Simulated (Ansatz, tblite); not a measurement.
Ligand exchange: SCl2O2 + GaF → SClO2F + GaCl

Species: SCl2O2 (sulfuryl chloride) `O=S(=O)(Cl)Cl`, singlet; GaF, singlet; SClO2F (sulfuryl chloride fluoride) `O=S(=O)(F)Cl`, singlet; GaCl, singlet. The partners trade Cl for F: S–Cl and Ga–F bonds give way to S–F and Ga–Cl.

Shapes, held fixed at every level: PBE0-D4/def2-TZVP. Programs: Ansatz 0.2.0, tblite 0.8.0. The zero-point and thermal change to 298 K, harmonic and unscaled (PBE0-D4/def2-TZVP), is +2.0 kJ/mol.

```csv
level,kind,ΔH(298 K) (kJ/mol),less CCSD(T)/def2-TZVPP,CPU time (sum over the molecules)
GFN1-xTB,semi-empirical,-1.3,+42.9,0.82 s
SPW92/def2-TZVPP,LDA,-35.8,+8.4,12 s
r2SCAN-D4/def2-TZVPP,meta-GGA,-38.8,+5.4,33 s
B3LYP/6-31G* (spherical functions),global hybrid,-51.1,-6.9,22 s
wB97X-V/def2-TZVPP,range-separated hybrid,-44.9,-0.7,44 s
MP2/def2-SVP,perturbation theory,-31.7,+12.5,–
CCSD(T)/def2-SVP,coupled cluster or CI,-34.7,+9.5,11 s
CCSD(T)/def2-TZVPP,coupled cluster or CI,-44.2,0.0,2.3 min
```

The highest level, CCSD(T)/def2-TZVPP, gives ΔH(298 K) = -44.2 kJ/mol; the levels span -51.1 to -1.3. The column of differences is taken from that level and isn't an error. No measured value is set beside it here. Relativity is left out for Ga. Outer-core shells of Ga are correlated in most correlated rows, in sets that cover them unevenly. Times are processor times on shared x86 and Arm servers, and rough.
